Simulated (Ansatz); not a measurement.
Species: S2O, net charge 0, singlet state. 
Geometry from a B3LYP-D3(BJ)/def2-TZVP (Ansatz, a program for electronic structure) optimisation:
SMILES: [O-][S+]=S
```xyz
3

S     -1.2713    -0.2700    -0.0085
S      0.6249    -0.2533     0.0083
O      1.2928     1.0466     0.0004
```
Charge 0, spin multiplicity 1.

Atomisation energy built up term by term with Ansatz (kcal/mol; UHF references for open shells; valence terms freeze the core; atomic spin-orbit terms are left out). CBS marks a two-point X^-3 extrapolation of the correlation energy; Hartree-Fock from the larger set.

The Hartree-Fock reference is unstable (checked in the largest basis), which strains HF and MP2. 

```tsv
term	basis	kcal/mol
Hartree-Fock	cc-pV(Q+d)Z	___
CCSD correlation	CBS(cc-pV(T+d)Z,cc-pV(Q+d)Z)	116.60
(T)	CBS(cc-pV(T+d)Z,cc-pV(Q+d)Z)	___
core correlation	cc-pwCVTZ	1.05
scalar relativity (X2C)	cc-pVTZ-DK against cc-pVTZ	-0.59
sum: De		___
```

### Question
Fill in the missing entries.

### Answer

- Hartree-Fock, kcal/mol: 71.65
- (T), kcal/mol: 17.16
- sum: De, kcal/mol: 205.9
